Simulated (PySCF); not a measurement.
PySCF input (M06-2X/6-31G* (5d)):

```python
from pyscf import gto, dft

mol = gto.M(
    atom='''
    C     2.32027000    1.44131900    0.18638500
    Si    1.79047200   -0.19802200   -0.54540300
    N     0.37623100   -0.85812900    0.20356200
    Si   -1.29614800   -0.48941500   -0.07633400
    C    -2.25841000   -0.72160600    1.51249500
    C    -1.42403800    1.26701800   -0.71015400
    H     1.54003300    2.19447100    0.06048800
    H     2.52624900    1.34394200    1.25432800
    H     3.22530200    1.80968100   -0.30334300
    H     2.88407900   -1.18852300   -0.37961300
    H     1.54084300    0.00333800   -1.99593400
    H     0.55072700   -1.64389800    0.81453800
    H    -1.88666600   -1.39387300   -1.10241900
    H    -3.32280600   -0.53343400    1.35319500
    H    -2.15938200   -1.74234000    1.88996300
    H    -1.90362000   -0.03949700    2.28818300
    H    -1.08447600    1.98392500    0.04027400
    H    -2.46130400    1.50344900   -0.95786800
    H    -0.83006000    1.41338500   -1.61475300
    ''',
    basis='6-31g*',
    charge=0,
    spin=0,
    verbose=4,
)

mf = dft.RKS(mol, xc='m062x')
mf.grids.level = 4
mf.conv_tol = 1e-9
mf.max_cycle = 100
mf.max_memory = 1500
mf.kernel()
if not mf.converged:
    mf = mf.newton()
    mf.kernel(mf.make_rdm1())
mf.dip_moment()
```

Output:

```
PySCF version 2.14.0

[INPUT] verbose = 4
[INPUT] num. atoms = 19
[INPUT] num. electrons = 66
[INPUT] charge = 0
[INPUT] spin (= nelec alpha-beta = 2S) = 0
[INPUT] symmetry False subgroup None
[INPUT] Mole.unit = angstrom
[INPUT] Symbol           X                Y                Z      unit          X                Y                Z       unit  Magmom
[INPUT]  1 C      2.320270000000   1.441319000000   0.186385000000 AA    4.384674835045   2.723698168132   0.352216603727 Bohr   0.0
[INPUT]  2 Si     1.790472000000  -0.198022000000  -0.545403000000 AA    3.383501713702  -0.374207346639  -1.030662297516 Bohr   0.0
[INPUT]  3 N      0.376231000000  -0.858129000000   0.203562000000 AA    0.710973549571  -1.621628789547   0.384676429369 Bohr   0.0
[INPUT]  4 Si    -1.296148000000  -0.489415000000  -0.076334000000 AA   -2.449364736903  -0.924860311254  -0.144250353993 Bohr   0.0
[INPUT]  5 C     -2.258410000000  -0.721606000000   1.512495000000 AA   -4.267776376979  -1.363637709843   2.858201314774 Bohr   0.0
[INPUT]  6 C     -1.424038000000   1.267018000000  -0.710154000000 AA   -2.691041810973   2.394317014894  -1.341996566264 Bohr   0.0
[INPUT]  7 H      1.540033000000   2.194471000000   0.060488000000 AA    2.910240592792   4.146949178300   0.114305753823 Bohr   0.0
[INPUT]  8 H      2.526249000000   1.343942000000   1.254328000000 AA    4.773918732456   2.539682307300   2.370336390373 Bohr   0.0
[INPUT]  9 H      3.225302000000   1.809681000000  -0.303343000000 AA    6.094937449012   3.419801462829  -0.573235191804 Bohr   0.0
[INPUT] 10 H      2.884079000000  -1.188523000000  -0.379613000000 AA    5.450119431609  -2.245982962746  -0.717364603325 Bohr   0.0
[INPUT] 11 H      1.540843000000   0.003338000000  -1.995934000000 AA    2.911771270953   0.006307905804  -3.771768622708 Bohr   0.0
[INPUT] 12 H      0.550727000000  -1.643898000000   0.814538000000 AA    1.040723199403  -3.106516996720   1.539253738051 Bohr   0.0
[INPUT] 13 H     -1.886666000000  -1.393873000000  -1.102419000000 AA   -3.565282028529  -2.634038222426  -2.083269984517 Bohr   0.0
[INPUT] 14 H     -3.322806000000  -0.533434000000   1.353195000000 AA   -6.279193305062  -1.008044165531   2.557167943131 Bohr   0.0
[INPUT] 15 H     -2.159382000000  -1.742340000000   1.889963000000 AA   -4.080640578316  -3.292545415875   3.571512455561 Bohr   0.0
[INPUT] 16 H     -1.903620000000  -0.039497000000   2.288183000000 AA   -3.597320445245  -0.074638512742   4.324039192886 Bohr   0.0
[INPUT] 17 H     -1.084476000000   1.983925000000   0.040274000000 AA   -2.049362628664   3.749074901678   0.076106829941 Bohr   0.0
[INPUT] 18 H     -2.461304000000   1.503449000000  -0.957868000000 AA   -4.651190469296   2.841106852251  -1.810108183485 Bohr   0.0
[INPUT] 19 H     -0.830060000000   1.413385000000  -1.614753000000 AA   -1.568586066956   2.670910558568  -3.051440928820 Bohr   0.0

nuclear repulsion = 383.840290705734
number of shells = 66
number of NR pGTOs = 262
number of NR cGTOs = 118
basis = 6-31g*
ecp = {}

******** <class 'pyscf.dft.rks.RKS'> ********
method = RKS
initial guess = minao
damping factor = 0
level_shift factor = 0
DIIS = <class 'pyscf.scf.diis.CDIIS'>
diis_start_cycle = 1
diis_space = 8
diis_damp = 0
SCF conv_tol = 1e-09
SCF conv_tol_grad = None
SCF max_cycles = 100
direct_scf = True
direct_scf_tol = 1e-13
XC library pyscf.dft.libxc version 7.1.2
    S. Lehtola, C. Steigemann, M. J. T. Oliveira, and M. A. L. Marques,  SoftwareX 7, 1–5 (2018)
XC functionals = m062x
    Y. Zhao and D. G. Truhlar,  Theor. Chem. Acc. 120, 215 (2008)
    Y. Zhao and D. G. Truhlar,  Theor. Chem. Acc. 120, 215 (2008)
radial grids:
    Treutler-Ahlrichs [JCP 102, 346 (1995); DOI:10.1063/1.469408] (M4) radial grids

becke partition: Becke, JCP 88, 2547 (1988); DOI:10.1063/1.454033
pruning grids: <function nwchem_prune>
grids dens level: 4
symmetrized grids: False
atomic radii adjust function: <function treutler_atomic_radii_adjust>
small_rho_cutoff = 0
Set gradient conv threshold to 3.16228e-05
Initial guess from minao.
tot grids = 375744
init E= -756.092445897904
  HOMO = -0.301989207205028  LUMO = 0.00663630519170422  gap/eV = 8.39813
cycle= 1 E= -755.710377493847  delta_E= 0.382  |g|= 0.483  |ddm|=  3.5
  HOMO = -0.241131760642409  LUMO = 0.0921500712188164  gap/eV = 9.06906
cycle= 2 E= -755.724383051266  delta_E= -0.014  |g|= 0.436  |ddm|= 0.71
  HOMO = -0.305717639946002  LUMO = 0.0738622246575069  gap/eV = 10.32889
cycle= 3 E= -755.768616493404  delta_E= -0.0442  |g|= 0.0579  |ddm|= 0.374
  HOMO = -0.296269867347366  LUMO = 0.0783025290665611  gap/eV = 10.19263
cycle= 4 E= -755.769208552391  delta_E= -0.000592  |g|= 0.0301  |ddm|= 0.0684
  HOMO = -0.298326499405352  LUMO = 0.0780055467243623  gap/eV = 10.24052
cycle= 5 E= -755.769432108408  delta_E= -0.000224  |g|= 0.00234  |ddm|= 0.0262
  HOMO = -0.29844735754356  LUMO = 0.0779115739804133  gap/eV = 10.24125
cycle= 6 E= -755.769433963647  delta_E= -1.86e-06  |g|= 0.000584  |ddm|= 0.00409
  HOMO = -0.29840122647602  LUMO = 0.0779375652181251  gap/eV = 10.24070
cycle= 7 E= -755.769434069517  delta_E= -1.06e-07  |g|= 0.000187  |ddm|= 0.000942
  HOMO = -0.298401621293691  LUMO = 0.0779385473100906  gap/eV = 10.24074
cycle= 8 E= -755.769434078864  delta_E= -9.35e-09  |g|= 5.79e-05  |ddm|= 0.000221
  HOMO = -0.298401179553855  LUMO = 0.077938582428513  gap/eV = 10.24073
cycle= 9 E= -755.769434079871  delta_E= -1.01e-09  |g|= 8.47e-06  |ddm|= 6.93e-05
  HOMO = -0.298401267527823  LUMO = 0.0779384537280263  gap/eV = 10.24073
cycle= 10 E= -755.769434079904  delta_E= -3.3e-11  |g|= 1.2e-06  |ddm|= 1.94e-05
  HOMO = -0.298401299006953  LUMO = 0.0779384443255102  gap/eV = 10.24073
Extra cycle  E= -755.769434079907  delta_E= -2.73e-12  |g|= 5.77e-07  |ddm|= 3.43e-06
converged SCF energy = -755.769434079907
Dipole moment(X, Y, Z, Debye): -0.16803,  0.20807,  1.11688
```

The geometry given is a B3LYP-D3(BJ)/def2-TZVP minimum.
